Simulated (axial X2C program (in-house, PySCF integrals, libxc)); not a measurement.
Ionising AuH

Calculated with an axial X2C code built on PySCF integrals, spin-free (one-electron X2C) or two-component (2c: spin–orbit coupling with atomic mean-field Coulomb and Gaunt terms, which also bring small scalar terms), in Dyall basis sets with cores contracted in-house; open shells are unrestricted.

Basis sets: Au dyall-cv3z, H dyall-v3z. Frozen shells (counts by l): AuH Au 5s4p2d1f, H none, 12 electrons correlated; AuH⁺ Au 5s4p2d1f, H none, 11 electrons correlated. Coupled cluster in natural virtuals with an MP2 remainder. Where the outer core of a metal is frozen, bonds come out longer and ionisation energies lower.

```csv
Hamiltonian,level,AuH state,Re (Å),ωe (cm⁻¹),De (eV)
spin-free,LDA,"M_S = 0, Λ = 0",1.524,2329.1,3.82
spin-free,PBE0,"M_S = 0, Λ = 0",1.533,2269.7,3.03
spin-free,CCSD,"M_S = 0, Λ = 0",1.529,2268.9,3.03
spin-free,CCSD(T),"M_S = 0, Λ = 0",1.528,2275.7,3.12
2c,LDA,Ω = 0,1.524,2329.8,3.85
2c,PBE0,Ω = 0,1.532,2276.0,3.06
```

Adiabatic ionisation energy (minimum to minimum, no zero-point term) and constants of AuH⁺:

```tsv
Hamiltonian	level	AuH⁺ state	IE (eV)	Re (Å)	ωe (cm⁻¹)	De (eV)	fragments
spin-free	LDA	M_S = 1/2, Λ = 0	10.60	1.535	2231.1	3.11	Au+ + H
spin-free	PBE0	M_S = 1/2, Λ = 0	10.07	1.533	2232.1	2.17	Au+ + H
spin-free	CCSD	M_S = 1/2, Λ = 0	10.08	1.525	2314.3	1.90	Au+ + H
spin-free	CCSD(T)	M_S = 1/2, Λ = 0	10.20	1.528	2296.7	1.96	Au+ + H
2c	LDA	Ω = 1/2	10.55	1.538	2223.7	3.19	Au+ + H
2c	PBE0	Ω = 1/2	10.04	1.535	2235.7	2.26	Au+ + H
```

(1) Add the zero-point terms to the ionisation energy at PBE0, 2c, and say whether the electron removed was bonding.

(2) Close the cycle De(AuH⁺) + IE(AuH) = De(AuH) + IE(Au) to find the atomic ionisation energy at PBE0, 2c.

Each entry is the lowest single determinant of a limited PBE0 search at one distance. De goes to single-determinant-based atoms at the same level (for ions the charge split of lowest energy) and is withheld (n/a) where an atom does not fit its ground term or J level. Main or longest-lived isotopes. One determinant is a doubtful description, or other states lie close, for AuH; these need not be ground states, and all values refer to the states named.

Results:

(1) IE0 = IE + (ωe⁺ − ωe)/2 = 10.04 + (-0.003) = 10.04 eV. Re changes by 0.003 Å, so the electron was nearly non-bonding.

(2) IE(Au) = 2.26 + 10.04 − 3.06 = 9.24 eV, for the determinants used.
